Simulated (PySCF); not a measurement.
Compound: C4H8F2O.
Numbering: `[CH3:1][O:2][C@:3]([CH3:4])([F:5])[CH2:6][F:7]` (hydrogens: H8, H9, H10 on C1; H11, H12, H13 on C4; H14, H15 on C6)

The calculation used core-valence-separated Tamm–Dancoff BHandHLYP/aug-pcX-1 (pcseg-1 on H) in PySCF, non-relativistic, gas phase, PBE0-D3(BJ)/def2-SVP geometry.

Computed carbon K-edge spectrum, Gaussian lines of 0.6 eV full width, highest printed point 100; it ends one width below the last computed root. Absolute energies from this functional tend to lie a few eV below measured edges; no shift was applied.

```json
{"photon energy (eV)": "284.9", "absorption": "0"}
{"photon energy (eV)": "285.0", "absorption": "0"}
{"photon energy (eV)": "285.1", "absorption": "1"}
{"photon energy (eV)": "285.2", "absorption": "2"}
{"photon energy (eV)": "285.3", "absorption": "3"}
{"photon energy (eV)": "285.4", "absorption": "6"}
{"photon energy (eV)": "285.5", "absorption": "8"}
{"photon energy (eV)": "285.6", "absorption": "10"}
{"photon energy (eV)": "285.7", "absorption": "11"}
{"photon energy (eV)": "285.8", "absorption": "13"}
{"photon energy (eV)": "285.9", "absorption": "15"}
{"photon energy (eV)": "286.0", "absorption": "20"}
{"photon energy (eV)": "286.1", "absorption": "27"}
{"photon energy (eV)": "286.2", "absorption": "37"}
{"photon energy (eV)": "286.3", "absorption": "46"}
{"photon energy (eV)": "286.4", "absorption": "55"}
{"photon energy (eV)": "286.5", "absorption": "64"}
{"photon energy (eV)": "286.6", "absorption": "73"}
{"photon energy (eV)": "286.7", "absorption": "84"}
{"photon energy (eV)": "286.8", "absorption": "94"}
{"photon energy (eV)": "286.9", "absorption": "100"}
{"photon energy (eV)": "287.0", "absorption": "99"}
{"photon energy (eV)": "287.1", "absorption": "91"}
{"photon energy (eV)": "287.2", "absorption": "78"}
{"photon energy (eV)": "287.3", "absorption": "66"}
{"photon energy (eV)": "287.4", "absorption": "59"}
{"photon energy (eV)": "287.5", "absorption": "58"}
{"photon energy (eV)": "287.6", "absorption": "62"}
{"photon energy (eV)": "287.7", "absorption": "68"}
{"photon energy (eV)": "287.8", "absorption": "74"}
{"photon energy (eV)": "287.9", "absorption": "79"}
{"photon energy (eV)": "288.0", "absorption": "81"}
{"photon energy (eV)": "288.1", "absorption": "78"}
{"photon energy (eV)": "288.2", "absorption": "71"}
```

Q: Assign the maxima to core holes.

A: 2 maxima:
- 286.9 eV: C6 (sp3 C–F carbon), 286.95 eV, f = 0.055, 48 % of the height at the exact maximum; C1 (methoxy carbon), 286.86 eV, f = 0.027, 22 % of the height at the exact maximum
- 288.0 eV: C1 (methoxy carbon), 287.91 eV, f = 0.039, 40 % of the height at the exact maximum; C6 (sp3 C–F carbon), 288.08 eV, f = 0.020, 21 % of the height at the exact maximum; C6 (sp3 C–F carbon), 288.29 eV, f = 0.032, 18 % of the height at the exact maximum

Further lines of some strength in the range: C4, 285.67 eV, f = 0.011; C4, 286.29 eV, f = 0.029; C4, 286.54 eV, f = 0.030; C4, 287.14 eV, f = 0.010; C1, 287.17 eV, f = 0.018.

Roots within 0.03 eV on the same or equivalent atoms count as one line; shares under 12 % aren't listed.

Vibrational structure and lifetime widths aren't in the curve. The ionisation threshold wasn't computed; near and above it a finite basis only mimics Rydberg series and continuum.

Rough CPU time on one thread of a shared machine: about 50 s.

Shape of the structure used: `[CH3:1][O:2][C@:3]([CH3:4])([F:5])[CH2:6][F:7]`: C1–O2–C3–C4 174°, O2–C3–C6–F7 -171°.

One conformer stands for the species.
